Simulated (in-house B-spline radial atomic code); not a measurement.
The numbers below are computed, except where a source is named.
## C6 from the polarisability at imaginary frequency: Sc3+

BP86 linear response of the closed shell [Ne] 3s2 3p6, from a B-spline radial code for spherical atoms; non-relativistic, point nucleus, no spin-orbit coupling.

The dispersion coefficient of two like species is C6 = (3/π) ∫ α(iu)² du from 0 to ∞.

```
u (hartree)  α(iu) (bohr³)
          0          2.162
       0.24          2.112
       0.56           1.92
       0.96          1.582
        1.6          1.087
        2.4         0.6898
        3.6         0.3939
        5.6         0.2007
          8         0.1145
         12        0.06049
         20        0.02689
         40       0.008415
```

**Question.** Fit one oscillator, α(iu) = α(0)/(1 + u²/ω²), through u = 1.6 and estimate C6.

**Answer.** From α(0)/α(iu) − 1 = 2.162/1.087 − 1 = 0.9890, ω = u/√0.9890 = 1.6089 hartree (43.8 eV). London's formula gives C6 = (3/4) α(0)² ω = 0.75 × 2.162² × 1.6089 = 5.64 hartree·bohr⁶, and the oscillator holds f = α(0) ω² = 5.60 electrons, of a sum of oscillator strengths of 18.0.

**Question.** How does that compare with the full integral?

**Answer.** The program's quadrature over all excitations gives C6 = 5.733, so the single oscillator is off by -1.6 %. At the last point the fit gives α = 0.00349 against 0.00842: higher excitations, and deeper shells where there are any, keep the true curve higher at large u.
